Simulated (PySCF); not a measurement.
Al(OH)3(MeCN), C₂H₆AlNO₃, singlet, PBE0/def2-SVP optimised geometry.

```
13

Al    -2.16    -0.67     0.00
O     -2.46    -1.52    -1.47
H     -2.86    -1.05    -2.20
O     -2.45     1.03     0.00
H     -2.86     1.43     0.77
O     -2.44    -1.53     1.47
H     -2.88    -2.38     1.44
C      2.48    -0.69     0.02
C      1.03    -0.68     0.01
N     -0.12    -0.67     0.00
H      2.84    -0.95     1.02
H      2.86     0.30    -0.26
H      2.84    -1.43    -0.71
```

Density from PBE0/def2-TZVP (PySCF) at that geometry.

Minimum of the electron density along straight lines between bonded atoms, close to the bond critical point (lines longer than 1.1 times the sum of covalent radii, or with two minima, are not listed):

```tsv
bond	length / Å	ρ at the minimum / e bohr⁻³	∇²ρ there / e bohr⁻⁵	position (fraction from the first atom)
Al1–O2	1.724	0.104	0.72	0.43
O2–H3	0.958	0.359	-2.41	0.80
Al1–O4	1.724	0.104	0.72	0.43
O4–H5	0.958	0.359	-2.41	0.80
Al1–O6	1.724	0.104	0.72	0.43
O6–H7	0.958	0.359	-2.41	0.80
C8–C9	1.446	0.272	___	0.44
Al1–N10	2.038	___	0.27	0.41
C9–N10	1.150	___	0.00	0.35
C8–H11	1.099	0.273	-0.93	0.65
C8–H12	1.099	0.273	-0.94	0.65
C8–H13	1.099	0.273	-0.93	0.65
```

**Question.** What belongs in the gaps?

**Answer.** 
- C8–C9, ∇²ρ there / e bohr⁻⁵: -0.76
- Al1–N10, ρ at the minimum / e bohr⁻³: 0.046
- C9–N10, ρ at the minimum / e bohr⁻³: 0.488
